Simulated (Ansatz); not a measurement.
Basis-set extrapolation for C2H5FOSi2, SMILES `O/C=C1\[SiH2][SiH]1F` (PBE0-D4/def2-TZVP geometry, frozen core, Ansatz 0.2.0). Multiplicity 1, RHF reference.

```
                      def2-TZVPP   def2-QZVPP
                 HF  -830.916196  -830.945602
    MP2 correlation    -1.040255    -1.122038
CCSD(T) correlation    -1.123900      not run
```

Energies in hartree. Use E(X) = E(∞) + A·exp(−7.88·√X) for Hartree–Fock and E(X) = E(∞) + B·X^(−2.97) for correlation, with X = 3 and 4, and add CCSD(T) minus MP2 of the smaller set to the MP2 limit.

Problem. What is the CCSD(T) energy at the basis-set limit?

Solution. HF limit: -830.945602 + (-0.029406) × 0.13774 = -830.94965. MP2 limit: -1.122038 + (-0.081783) × 0.74074 = -1.18262. Higher-order term: -1.123900 − (-1.040255) = -0.08364. Total: -832.21591 hartree, 110.3 kcal/mol below CCSD(T)/def2-TZVPP.
